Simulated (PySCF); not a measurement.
Input for PySCF: U-HF/6-31G* on H3NSi (SMILES N[SiH]), a point of a bond scan (R = 3.518 Å).

```python
from pyscf import gto, scf, dft, mp
from pyscf.data.elements import chemcore

mol = gto.M(
    atom='''
    Si   -0.24474767    0.39103857    0.50999719
    H    -1.02963001    2.88152763   -1.84821296
    N     0.39778231   -0.68955254   -0.65444502
    H     0.46313720   -0.52839300   -1.64843432
    H     0.76485489   -1.59313906   -0.39509969
    ''',
    basis='6-31g*',
    cart=True,
    charge=0, spin=0, verbose=3, max_memory=1800)
mf = scf.UHF(mol)
mf.conv_tol = 1e-8
mf.max_cycle = 100
mf.init_guess_breaksym = True
mf.kernel()
if not mf.converged:
    mf = mf.newton().run(mf.mo_coeff, mf.mo_occ)
for _ in range(4):
    mo, _, stable, _ = mf.stability(return_status=True)
    if stable:
        break
    mf.kernel(mf.make_rdm1(mo, mf.mo_occ))
```

Program output:

```
converged SCF energy = -344.912099375563  <S^2> = 3.7261273e-08  2S+1 = 1.0000001
<class 'pyscf.scf.uhf.UHF'> wavefunction has an internal instability
converged SCF energy = -344.995576291201  <S^2> = 0.98402832  2S+1 = 2.2217365
<class 'pyscf.scf.uhf.UHF'> wavefunction is stable in the internal stability analysis
```

The calculation finished and met its thresholds. Its determinant has ⟨S²⟩ = 0.98, a mixture of spin states.

Cost: roughly 0.6 core-seconds.
